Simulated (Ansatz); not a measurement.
Consider the formal exchange of groups at the Si–C bond: `BrC[SiH2]Br` + CH₃OH → `OC[SiH2]Br` + `CBr`.

Isolated molecules relaxed with PBE0-D4/def2-TZVP in Ansatz; ΔE leaves out vibrations. CCSD(T)/CBS is the MP2 limit (def2-TZVPP, def2-QZVPP) plus CCSD(T) − MP2 in def2-TZVPP, frozen cores. This one scheme is used for every species. Functionals use def2-TZVPP. B3LYP here is the variant with VWN-RPA as its local correlation; programs differ in this. For Br outer-core shells are correlated without core-valence functions, which leaves a few kJ/mol of doubt a bond. Scalar relativity is left out up to krypton. One conformer a species, not always the lowest.

```
             level  ΔE (eV)
            r2SCAN     0.08
              PBE0     0.08
             B3LYP     0.07
    MP2/def2-TZVPP     0.15
SCS-MP2/def2-TZVPP     0.14
    MP2/def2-QZVPP     0.16
      HF/CBS(def2)     0.13
     MP2/CBS(def2)     0.16
```

Q: What does CCSD(T)/CBS give? (An estimate is asked.)

A: The calculation gave: +0.13 eV. The listed levels differ from it by -0.05, -0.05, -0.06, 0.02, 0.01, 0.03, 0.00, 0.03 eV.

Largest T1 diagnostic among the species: 0.009.
